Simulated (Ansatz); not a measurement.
Consider the formal hydrolysis of a Y–F bond: `[F][Y]([Cl])[Cl]` + H₂O → `[OH][Y]([Cl])[Cl]` + H–F.

Calculated with Ansatz (gas phase, PBE0-D4/def2-TZVP geometries, no zero-point term in ΔE). CCSD(T)/CBS is the MP2 limit (def2-TZVPP, def2-QZVPP) plus CCSD(T) − MP2 in def2-TZVPP, frozen cores. This one scheme is used for every species. Functionals use def2-TZVPP. Elements past krypton have def2 core potentials. For Y outer-core shells are correlated without core-valence functions, which leaves a few kJ/mol of doubt a bond. One conformer a species, not always the lowest.

`[F][Y]([Cl])[Cl]`:

```xyz
4

F     0.585    0.986   -1.721
Y     0.029    0.047   -0.081
Cl    0.482   -2.352    0.118
Cl   -1.096    1.319    1.684
```

H₂O:

Cartesian coordinates in Å:
```
O 0.149 -0.325 0.154
H -0.620 0.165 0.455
H 0.471 0.160 -0.609
```

`[OH][Y]([Cl])[Cl]`:

Cartesian coordinates in Å:
```
O 0.601 1.102 -0.773
Y -0.205 -0.379 0.265
Cl -0.167 -0.268 2.726
Cl -1.217 -2.270 -0.946
H 0.988 1.816 -1.272
```

H–F:

Cartesian coordinates in Å:
```
F 0.233 0.396 0.015
H -0.233 -0.396 -0.015
```

```json
{"level": "LDA (SPW92)", "ΔE (kcal/mol)": "10.8"}
{"level": "ωB97M-V", "ΔE (kcal/mol)": "11.4"}
{"level": "revPBE", "ΔE (kcal/mol)": "13.2"}
{"level": "r2SCAN0", "ΔE (kcal/mol)": "11.6"}
```

(1) What does CCSD(T)/CBS give? (Estimate.)

(2) What do rigid-rotor, harmonic-oscillator terms from PBE0-D4/def2-TZVP frequencies (298.15 K, 1 bar) make of the CCSD(T)/CBS value? (Best estimate.)

Largest T1 diagnostic among the species: 0.012.

Answers

(1) Ansatz gave: +10.8 kcal/mol. The listed levels differ from it by 0.0, 0.6, 2.4, 0.8 kcal/mol.

(2) Ansatz gave: ΔZPE = -0.8 kcal/mol, ΔH = +10.2 kcal/mol, ΔS = -6 J/(mol·K), ΔG = +10.6 kcal/mol. Modes under 50 cm⁻¹ make the entropy rough.

From PBE to PBE0 (25 % exact exchange), in def2-TZVPP and without D4, ΔE moves by −0.8 kcal/mol. In def2-TZVPP, CCSD(T) changes the Hartree–Fock value by −1.9 kcal/mol (the triples alone add −0.1 kcal/mol) and MP2 by −2.6 kcal/mol. Leaving LDA and LC-ωPBE aside and taking each functional with its dispersion term where it has one, the values, not all of them listed here, spread over 2.3 kcal/mol, from PBE-QIDH to B97M-V. LDA lies −1.8 kcal/mol from PBE without D4.
